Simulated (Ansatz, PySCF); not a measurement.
System: sum formula GeHCl3, charge -1, multiplicity 2. 
Structure (B3LYP-D3(BJ)/def2-TZVP (Ansatz, an electronic-structure program) minimum search):
```
Ge
H 1 1.5687
Cl 1 2.2933 2 98.90
Cl 1 2.4148 2 95.99 3 109.18
Cl 1 2.4148 2 95.99 3 -109.18
```
Charge -1, spin multiplicity 2.

Total electronic energies in hartree. Correlated levels leave the core frozen unless marked. Open shells are spin-unrestricted. Spin-orbit coupling is left out. Frozen are the shells of the preceding noble gas and the d and f shells that filled before the atom's block. No relativistic terms. Basis-set limits of correlation are two-point, X^-3; Hartree-Fock from the larger set. [CCSD(T)-MP2]/basis is that difference in the basis named.

```tsv
level	program	energy (Eh)
HF/def2-TZVPPD	Ansatz	-3454.64893
RI-HF/def2-QZVPPD	Ansatz	-3454.72638
BLYP-D4/def2-TZVPD	Ansatz + dftd4	-3458.49713
PBE0-D4/def2-TZVP	Ansatz + dftd4	-3457.71234
PBE0/def2-TZVPD	PySCF	-3457.71304
TPSSh-D4/def2-TZVPD	PySCF + dftd4	-3458.44839
CAM-B3LYP-D3(BJ)/def2-TZVPD	Ansatz + dftd3	?
LC-wPBE-D3(BJ)/def2-TZVPD	Ansatz + dftd3	-3457.77475
B2PLYP-D3(BJ)/def2-TZVPD	Ansatz + dftd3	?
RI-MP2/def2-QZVPPD	Ansatz	-3455.48414
SCS-MP2/def2-SVPD	Ansatz	-3454.45825
CCSD/def2-TZVPPD	Ansatz	-3455.39639
CCSD(T)/6-31G*	Ansatz	-3454.78337
CCSD(T)/def2-TZVPPD	Ansatz	-3455.43085
RI-MP2/CBS(def2-TZVPPD,def2-QZVPPD)+[CCSD(T)-MP2]/def2-TZVPPD	Ansatz	-3455.6205
```

Q: What belongs in the gaps?

A: 
- CAM-B3LYP-D3(BJ)/def2-TZVPD, energy (Eh): -3458.59647
- B2PLYP-D3(BJ)/def2-TZVPD, energy (Eh): -3457.62996
